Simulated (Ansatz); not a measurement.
One elementary step

Start structure (SiH₂F₄, singlet), relaxed at PBE0-D4/def2-TZVP:

```
7
angstrom
Si -0.4382 -0.4849 -0.6390
H 0.9485 -0.7006 -1.0366
F -1.3300 -1.7327 -0.9787
F -0.5366 -0.2555 0.9290
F -1.0543 0.7777 -1.3388
H 0.8288 0.9653 1.6648
F 1.5818 1.4307 1.3994
```

The step: SiHF₃ ([F][SiH]([F])[F]) + HF → SiF₄ ([F][Si]([F])([F])[F]) + H₂; bonds formed: Si1–F7, H2–H6; bonds broken: Si1–H2, H6–F7. Program: Ansatz 0.2.0. Basis: def2-TZVPP and def2-QZVPP. Cores are frozen in the correlated methods. Extrapolation: Hartree–Fock as exp(−7.88 √X), correlation as X^−2.97. Energies below are by CCSD(T) at an estimated basis limit (MP2 extrapolated from triple and quadruple zeta, plus CCSD(T) − MP2 in triple zeta).

Task: What are the electronic barrier and the energy of the step, from the start structure to the end structure? (An estimate is asked for; the value comes from the calculation.)

Result: Computed: Barrier 1.573 eV; step energy -1.172 eV (downhill); reverse barrier, their difference, 2.745 eV. Barrier and step energy count from the start structure, the reverse barrier from the end structure.

The saddle point: One imaginary mode of 1059i cm⁻¹.
```tsv
pair	start (Å)	saddle (Å)	end (Å)
Si1–F7	3.45	1.85	1.56
H2–H6	3.18	1.01	0.75
Si1–H2	1.46	1.65	3.83
H6–F7	0.92	1.17	3.07
```

Zero-point energy (harmonic, PBE0-D4): ZPE is 0.796 eV at the start and 0.734 eV at the saddle, so the barrier goes from 1.573 to 1.511 eV.

No T1 diagnostic of these runs exceeds 0.013.

Labels in which every atom is bracketed show which atoms are joined, not bond orders.

For scale, one of the runs: CCSD(T)/def2-TZVPP, 194 basis functions, launched by `ansatz run in.yaml --threads 4 --pin off --events-out ev --progress --plain --max-ram 9574MiB`. The run took 20 s on 4 CPU threads of an AMD EPYC 9B45 (shared host), with 2.5 GiB of host memory at its peak.
